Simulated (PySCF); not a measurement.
Species: C8H12.
Numbering: `[CH2:1]=[CH:2]/[CH:3]=[CH:4]\[C:5](=[CH2:6])[CH2:7][CH3:8]` (hydrogens: H9, H10 on C1; H11 on C2; H12 on C3; H13 on C4; H14, H15 on C6; H16, H17 on C7; H18, H19, H20 on C8)

The same species was optimised twice, with GFN2-xTB and with PBE0-D3(BJ)/def2-SVP (PySCF), and the same property calculations (PySCF, gas phase) were run on both structures.

| coordinate | GFN2-xTB | PBE0-D3(BJ)/def2-SVP | change |
| --- | --- | --- | --- |
| C4–C5 (Å) | 1.452 | 1.464 | +0.012 |
| C5=C6 (Å) | 1.338 | 1.348 | +0.010 |
| C1=C2 (Å) | 1.333 | 1.343 | +0.010 |
| C2–C3 (Å) | 1.441 | 1.451 | +0.010 |
| C3=C4 (Å) | 1.346 | 1.355 | +0.009 |
| C5–C7 (Å) | 1.505 | 1.508 | +0.003 |
| C7–C8 (Å) | 1.530 | 1.527 | -0.003 |
| C5–C7–C8 (°) | 111.0 | 113.2 | +2.2 |
| C1–C2–C3 (°) | 122.0 | 122.8 | +0.8 |
| C3–C4–C5 (°) | 133.4 | 132.6 | -0.8 |
| C6–C5–C7 (°) | 119.0 | 119.7 | +0.7 |
| C2–C3–C4 (°) | 131.4 | 131.0 | -0.4 |
| C4–C5–C6 (°) | 118.2 | 117.8 | -0.4 |
| C4–C5–C7 (°) | 122.8 | 122.5 | -0.3 |
| C1–C2–C3–C4 (°) | 179 | 180 | +1 |
| C3–C4–C5–C6 (°) | 179 | 173 | -6 |
| C4–C5–C7–C8 (°) | -77 | -71 | +6 |

Rotational constants: A = 3312, B = 1280, C = 986.0 MHz (GFN2-xTB) against A = 3235, B = 1278, C = 984.0 MHz (PBE0-D3(BJ)/def2-SVP). Point groups within 0.08 Å: C1 and C1.

On the GFN2-xTB structure: HOMO (eV) -6.19 [PBE0/pcSseg-1]; LUMO (eV) -1.34 [PBE0/pcSseg-1]; dipole (D) 0.36 [PBE0/pcSseg-1]; GIAO shielding of C1 (ppm) 59.3 [PBE0/pcSseg-1]; GIAO shielding of C2 (ppm) 45.5 [PBE0/pcSseg-1]; GIAO shielding of C3 (ppm) 51.2 [PBE0/pcSseg-1]; GIAO shielding of C4 (ppm) 49.7 [PBE0/pcSseg-1]; GIAO shielding of C5 (ppm) 28.5 [PBE0/pcSseg-1]; GIAO shielding of C6 (ppm) 58.5 [PBE0/pcSseg-1]; GIAO shielding of C7 (ppm) 153.9 [PBE0/pcSseg-1]; GIAO shielding of C8 (ppm) 169.0 [PBE0/pcSseg-1].

Q: What do these properties become on the PBE0-D3(BJ)/def2-SVP structure?

A: 
| property | level | on GFN2-xTB | on PBE0-D3(BJ)/def2-SVP | change |
| --- | --- | --- | --- | --- |
| HOMO (eV) | PBE0/pcSseg-1 | -6.19 | -6.19 | 0.00 |
| LUMO (eV) | PBE0/pcSseg-1 | -1.34 | -1.37 | -0.03 |
| dipole (D) | PBE0/pcSseg-1 | 0.36 | 0.36 | 0.00 |
| energy, GFN2-xTB geometry as zero (kcal/mol) | PBE0/pcSseg-1 | 0.0 | -0.6 | -0.6 |
| GIAO shielding of C1 (ppm) | PBE0/pcSseg-1 | 59.3 | 56.9 | -2.4 |
| GIAO shielding of C2 (ppm) | PBE0/pcSseg-1 | 45.5 | 42.6 | -2.9 |
| GIAO shielding of C3 (ppm) | PBE0/pcSseg-1 | 51.2 | 49.0 | -2.2 |
| GIAO shielding of C4 (ppm) | PBE0/pcSseg-1 | 49.7 | 46.9 | -2.8 |
| GIAO shielding of C5 (ppm) | PBE0/pcSseg-1 | 28.5 | 26.5 | -2.0 |
| GIAO shielding of C6 (ppm) | PBE0/pcSseg-1 | 58.5 | 55.6 | -2.9 |
| GIAO shielding of C7 (ppm) | PBE0/pcSseg-1 | 153.9 | 152.3 | -1.6 |
| GIAO shielding of C8 (ppm) | PBE0/pcSseg-1 | 169.0 | 168.2 | -0.8 |

The heavy atoms differ by 0.058 Å rms after alignment. Among bonds between heavy atoms C4–C5 changes most (+0.012 Å). Changes are differences of the printed values. Neither structure is proved a minimum here.

Shape of the structure used: `[CH2:1]=[CH:2]/[CH:3]=[CH:4]\[C:5](=[CH2:6])[CH2:7][CH3:8]`: C1–C2–C3–C4 180°, C3–C4–C5–C6 173°, C4–C5–C7–C8 -71°.
